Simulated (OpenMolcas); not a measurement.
## Ag5+: input and output

Ag5+ among 4 point charges of -1.6 e arranged as a tetrahedron (Td), 1.81 Å from the ion.

Input:

```
&GATEWAY
Coord
1

Ag 0.0 0.0 0.0
Basis=ANO-RCC-VDZP
Group=NoSym
NoMove
AngMom=0.0 0.0 0.0
AMFI
XField
4 Angstrom 0
1.045004 1.045004 1.045004 -1.600000
1.045004 -1.045004 -1.045004 -1.600000
-1.045004 1.045004 -1.045004 -1.600000
-1.045004 -1.045004 1.045004 -1.600000
&SEWARD
* reference wave functions (RASSCF and RASSI steps not shown): 6 electrons in 5 orbitals (4d)
>>> COPY JOB001 $Project.JobIph
&CASPT2
Multistate=5 1 2 3 4 5
NoMult
Frozen=14
IPEA=0.25
Imaginary=0.1
MaxIter=60
WThr=0.0 0.3 0.05
PrWF=0.5
NoMix
>>> COPY JOB002 $Project.JobIph
&CASPT2
Multistate=45 1 2 3 4 5 6 7 8 9 10 11 12 13 14 15 16 17 18 19 20 21 22
23 24 25 26 27 28 29 30 31 32 33 34 35 36 37 38 39 40 41 42 43 44 45
NoMult
Frozen=14
IPEA=0.25
Imaginary=0.1
MaxIter=60
WThr=0.0 0.3 0.05
PrWF=0.5
NoMix
>>> COPY JOB003 $Project.JobIph
&CASPT2
Multistate=50 1 2 3 4 5 6 7 8 9 10 11 12 13 14 15 16 17 18 19 20 21 22
23 24 25 26 27 28 29 30 31 32 33 34 35 36 37 38 39 40 41 42 43 44 45 46
47 48 49 50
NoMult
Frozen=14
IPEA=0.25
Imaginary=0.1
MaxIter=60
WThr=0.0 0.3 0.05
PrWF=0.5
NoMix
```

Launched by
```bash
OMP_NUM_THREADS=1 MOLCAS_MEM=1689 MOLCAS_PROJECT=a pymolcas a.inp > a.log  # once for each step of the input, in one work folder
```

Output, cut to the results:

```
--- CASPT2 ---
Orbital specifications:
      -----------------------

      Symmetry species                           1
                                                 a
      Frozen orbitals                           14
      Inactive orbitals                          4
      Active orbitals                            5
      Secondary orbitals                        20
      Deleted orbitals                           0
      Number of basis functions                 43
Type of calculation                        SS-CASPT2
      Fock operator                              state-specific
      IPEA shift                                 0.25
      Real shift                                 0.00
      Imaginary shift                            0.10
      The input orbitals will be transformed to quasi-canonical
Reference energy:       -5314.8305870654
      E2 (Non-variational):      -0.2115092261
      Shift correction:          -0.0000614795
      E2 (Variational):          -0.2115707056
      Total energy:           -5315.0421577710
      Residual norm:              0.0000000434
      Reference weight:           0.96620
      Contributions to the CASPT2 correlation energy
      Active & Virtual Only:         -0.0593513781
      One Inactive Excited:          -0.1049176960
      Two Inactive Excited:          -0.0472401521
Reference energy:       -5314.8305870654
      E2 (Non-variational):      -0.2115082347
      Shift correction:          -0.0000614533
      E2 (Variational):          -0.2115696879
      Total energy:           -5315.0421567533
      Residual norm:              0.0000000428
      Reference weight:           0.96621
      Contributions to the CASPT2 correlation energy
      Active & Virtual Only:         -0.0593500403
      One Inactive Excited:          -0.1049179659
      Two Inactive Excited:          -0.0472402284
::    CASPT2 Root  1     Total energy:  -5315.04215777
::    CASPT2 Root  2     Total energy:  -5315.04215675
::    CASPT2 Root  3     Total energy:  -5315.03041085
::    CASPT2 Root  4     Total energy:  -5315.03087796
::    CASPT2 Root  5     Total energy:  -5315.03091246
--- CASPT2 ---
Orbital specifications:
      -----------------------

      Symmetry species                           1
                                                 a
      Frozen orbitals                           14
      Inactive orbitals                          4
      Active orbitals                            5
      Secondary orbitals                        20
      Deleted orbitals                           0
      Number of basis functions                 43
Type of calculation                        SS-CASPT2
      Fock operator                              state-specific
      IPEA shift                                 0.25
      Real shift                                 0.00
      Imaginary shift                            0.10
      The input orbitals will be transformed to quasi-canonical
Reference energy:       -5314.7298335127
      E2 (Non-variational):      -0.2142817076
      Shift correction:          -0.0000612490
      E2 (Variational):          -0.2143429566
      Total energy:           -5314.9441764693
      Residual norm:              0.0000006627
      Reference weight:           0.96597
      Contributions to the CASPT2 correlation energy
      Active & Virtual Only:         -0.0577240411
      One Inactive Excited:          -0.1125596100
      Two Inactive Excited:          -0.0439980565
Reference energy:       -5314.7298335127
      E2 (Non-variational):      -0.2142913436
      Shift correction:          -0.0000612347
      E2 (Variational):          -0.2143525783
      Total energy:           -5314.9441860910
      Residual norm:              0.0000006610
      Reference weight:           0.96597
      Contributions to the CASPT2 correlation energy
      Active & Virtual Only:         -0.0577266824
      One Inactive Excited:          -0.1125722892
      Two Inactive Excited:          -0.0439923721
::    CASPT2 Root  1     Total energy:  -5314.94417647
::    CASPT2 Root  2     Total energy:  -5314.94418609
::    CASPT2 Root  3     Total energy:  -5314.94417320
::    CASPT2 Root  4     Total energy:  -5314.94032143
::    CASPT2 Root  5     Total energy:  -5314.94045112
::    CASPT2 Root  6     Total energy:  -5314.93593681
::    CASPT2 Root  7     Total energy:  -5314.93593894
::    CASPT2 Root  8     Total energy:  -5314.93589815
::    CASPT2 Root  9     Total energy:  -5314.93747134
::    CASPT2 Root 10     Total energy:  -5314.93739489
::    CASPT2 Root 11     Total energy:  -5314.93742174
::    CASPT2 Root 12     Total energy:  -5314.93223536
::    CASPT2 Root 13     Total energy:  -5314.93224306
::    CASPT2 Root 14     Total energy:  -5314.93214976
::    CASPT2 Root 15     Total energy:  -5314.93211753
::    CASPT2 Root 16     Total energy:  -5314.92640514
::    CASPT2 Root 17     Total energy:  -5314.92626190
::    CASPT2 Root 18     Total energy:  -5314.92641574
::    CASPT2 Root 19     Total energy:  -5314.92040825
::    CASPT2 Root 20     Total energy:  -5314.91759736
::    CASPT2 Root 21     Total energy:  -5314.91749045
::    CASPT2 Root 22     Total energy:  -5314.91748029
::    CASPT2 Root 23     Total energy:  -5314.91490218
::    CASPT2 Root 24     Total energy:  -5314.91477986
::    CASPT2 Root 25     Total energy:  -5314.91618167
::    CASPT2 Root 26     Total energy:  -5314.91616363
::    CASPT2 Root 27     Total energy:  -5314.91654997
::    CASPT2 Root 28     Total energy:  -5314.90682132
::    CASPT2 Root 29     Total energy:  -5314.90681633
::    CASPT2 Root 30     Total energy:  -5314.90679115
--- CASPT2 ---
Orbital specifications:
      -----------------------

      Symmetry species                           1
                                                 a
      Frozen orbitals                           14
      Inactive orbitals                          4
      Active orbitals                            5
...
```

Spin-orbit levels above the lowest (labels of Td), with the averaged single-state CASPT2 energies on the diagonal:

```json
{"E (cm-1)": "0", "Degeneracy": "1", "Label": "A1", "2S+1": "5"}
{"E (cm-1)": "150", "Degeneracy": "3", "Label": "T1", "2S+1": "5"}
{"E (cm-1)": "280", "Degeneracy": "2", "Label": "E", "2S+1": "5"}
{"E (cm-1)": "690", "Degeneracy": "3", "Label": "T2", "2S+1": "5"}
{"E (cm-1)": "2040", "Degeneracy": "1", "Label": "A2", "2S+1": "5"}
{"E (cm-1)": "3300", "Degeneracy": "3", "Label": "T2", "2S+1": "5"}
{"E (cm-1)": "4280", "Degeneracy": "3", "Label": "T1", "2S+1": "5"}
{"E (cm-1)": "4800", "Degeneracy": "2", "Label": "E", "2S+1": "5"}
{"E (cm-1)": "5570", "Degeneracy": "3", "Label": "T2", "2S+1": "5"}
{"E (cm-1)": "6210", "Degeneracy": "3", "Label": "T1", "2S+1": "5"}
{"E (cm-1)": "6610", "Degeneracy": "1", "Label": "A1", "2S+1": "5"}
{"E (cm-1)": "21190", "Degeneracy": "3", "Label": "T2", "2S+1": "3 (88 %)"}
{"E (cm-1)": "21620", "Degeneracy": "2", "Label": "E", "2S+1": "3"}
{"E (cm-1)": "22130", "Degeneracy": "1", "Label": "A1", "2S+1": "3"}
{"E (cm-1)": "22200", "Degeneracy": "3", "Label": "T1", "2S+1": "3"}
{"E (cm-1)": "22670", "Degeneracy": "3", "Label": "T2", "2S+1": "3"}
{"E (cm-1)": "23170", "Degeneracy": "3", "Label": "T2", "2S+1": "3"}
{"E (cm-1)": "23250", "Degeneracy": "2", "Label": "E", "2S+1": "3 (90 %)"}
{"E (cm-1)": "23390", "Degeneracy": "3", "Label": "T1", "2S+1": "3"}
{"E (cm-1)": "23540", "Degeneracy": "2", "Label": "E", "2S+1": "3"}
```

Roots that are degenerate in the reference are averaged as groups; the widest CASPT2 spread within a group is 120 cm-1 (the 3-fold group of multiplicity 1 near 38400 cm-1 above the lowest state of its run). Shifts and gaps below about the spread of the groups concerned are not significant. An orbital doublet at a regular site is open to a Jahn-Teller distortion, which this geometry leaves out. Point charges give a weaker field than real ligands, and real ions of this kind are as a rule low spin; the high spin found here belongs to the model. The ground term spreads over less than 5000 cm-1, several times less than with real ligands, so orbital moments are less quenched and χT lies further from the spin-only value than at real sites. Free-ion shares, where given, are those of the reference states; single-state CASPT2 does not remix them. Point charges carry no covalency, so the field is a model and not that of real ligands. No measured value stands beside these numbers.

The CASPT2 steps took 9.2 s on 1 thread of Arm Neoverse V1, with other jobs on the host; the integral step is not counted.
